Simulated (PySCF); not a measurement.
# What a mistake does to a calculation on BClGeH3O

All numbers below are calculated, not measured. The program is PySCF 2.14.0, an open-source quantum chemistry code, run on an isolated molecule that a program drew, which may never have been made. The molecule is BClGeH3O (charge 0, doublet), drawn as the SMILES string `[BH][GeH]([OH])[Cl]`.

Each row is a Hartree-Fock (HF) and frozen-core CCSD(T) single point in the cc-pV(D+d)Z basis, meant for a local HF minimum. Run 1 is clean. Each other run has one planted mistake out of seven kinds, and not every kind appears here: one electron removed, one electron added, multiplicity raised by two, geometry at a saddle point, minimal basis STO-3G, one bond length entered in bohr, all coordinates scaled. The reference is restricted for singlets and unrestricted otherwise, and also for a bond in bohr. Adding or removing an electron swaps singlet and doublet. Electrons count all cores. HOMO and LUMO are orbital energies over both spins, the gradient is its largest component, and the lowest frequency (negative if imaginary) is given only where the gradient is small. Bond lengths are over the 6 bonds as drawn. T1 is the CCSD diagnostic: over 0.02 (restricted) or 0.045 (unrestricted) a single reference is doubtful. Germanium has the cc-pVDZ-PP basis, with a core potential (ECP10MDF) in place of its 10 inner electrons, and its 3s, 3p and 3d shells are frozen in CCSD(T).

Geometry of the clean run:
```xyz
7
BClGeH3O, angstrom
B     2.3484    0.5927    0.9159
Ge    0.6561    1.4913    0.1511
O     0.0184    2.8482    1.0909
Cl    1.3795    2.2522   -1.7698
H     3.2890    1.0276    1.5061
H    -0.5598    0.6313   -0.1294
H     0.6297    3.5488    1.2706
```

```
run,electrons,basis functions,<S^2>,HOMO (eV),LUMO (eV),gradient (hartree/bohr),lowest frequency (cm^-1),mean bond (Å),longest bond (Å),T1,HF (hartree),CCSD(T) (hartree),mistake
1,65,89,0.757,-9.75,0.47,1.6e-05,139,1.6128,2.189,0.0141,-854.16431,-854.69063,no fault
2,65,89,0.758,-9.91,0.17,5.8e-02,-,1.7418,2.364,0.0165,-854.12816,-854.66673,all coordinates scaled
3,64,89,0.000,-16.95,-7.27,5.9e-02,-,1.6128,2.189,0.0236,-853.85076,-854.37880,one electron removed
4,66,89,0.000,-0.65,6.94,5.1e-02,-,1.6128,2.189,0.0140,-854.14112,-854.70213,?
```

**Which mistake was planted in run 4, and what did it cost?**

It counts 66 electrons, one more than the clean run, at the same geometry and basis. So the mistake is: one electron added. Subtracting run 1 and multiplying by 627.51 kcal/mol a hartree, the energy moved by 14.6 kcal/mol in HF and -7.2 kcal/mol in CCSD(T).

Cautions from the logs. Run 3: T1 is over the limit, so its CCSD(T) energy is less reliable.
